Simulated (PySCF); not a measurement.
Telling isomers of C₄H₄O₃Si apart by NMR

One computed conformer, non-relativistic Hamiltonian, in vacuum, averaged over atoms made equivalent by symmetry, fast rotation or ring inversion. Geometry from GFN2-xTB; shieldings: GIAO PBE0/pcSseg-1; PySCF 2.14.

Scale: 1H and 13C vs TMS (reference shieldings calculated alike). Where no couplings were computed, multiplicities follow the n + 1 count of equivalent neighbours, and m marks all less simple cases (inequivalent or close neighbours, rings, F or P nearby). Shifts are as computed. Against solution values, carbons near 30 ppm lie about +3 ppm off and those near 130 ppm about +5 ppm. Of 1211 compounds with measured shifts, 218 miss one by over three times the rms of a fit or turn the order of signals round; such compounds aren't used in these exercises.

(1) Tabulate the signals of `C#CC(=O)O[SiH2]C=O`, `C#C[Si@@H]1OCC(=O)O1` and their relative energies.

(2) What is the quickest way to tell C#CC(=O)O[SiH2]C=O from C#C[Si@@H]1OCC(=O)O1?

Results:

(1) 
```json
{"SMILES": "C#CC(=O)O[SiH2]C=O", "carbon types": "2×C 2×CH", "δC": "246.8, 157.9, 84.9, 79.1", "δH": "12.37 (t, 1H), 4.72 (d, 2H), 2.53 (s, 1H)", "E rel. (kcal/mol)": "51.4"}
{"SMILES": "C#C[Si@@H]1OCC(=O)O1", "carbon types": "2×C 1×CH 1×CH2", "δC": "174.4, 102.6, 85.9, 66.0", "δH": "5.13 (m, 1H), 4.50 (m, 1H), 4.43 (m, 1H), 2.01 (d, 1H)", "E rel. (kcal/mol)": "0.0"}
```

Energies are electronic energies at PBE0/pcSseg-1 on these geometries, without zero-point or thermal terms, each for the one conformer computed, which needn't be the lowest.

(2) Both give the same number of carbon signals, but DEPT or the intensities differ. The first has a carbonyl carbon (CH) at 246.8 ppm, the second an sp3 CH2 bonded to O, α to a carbonyl at 66.0 ppm. Their most deshielded carbons lie at 246.8 and 174.4 ppm. In the proton spectra the most deshielded non-exchanging signals are 12.37 (t, 1H) and 5.13 (m, 1H).
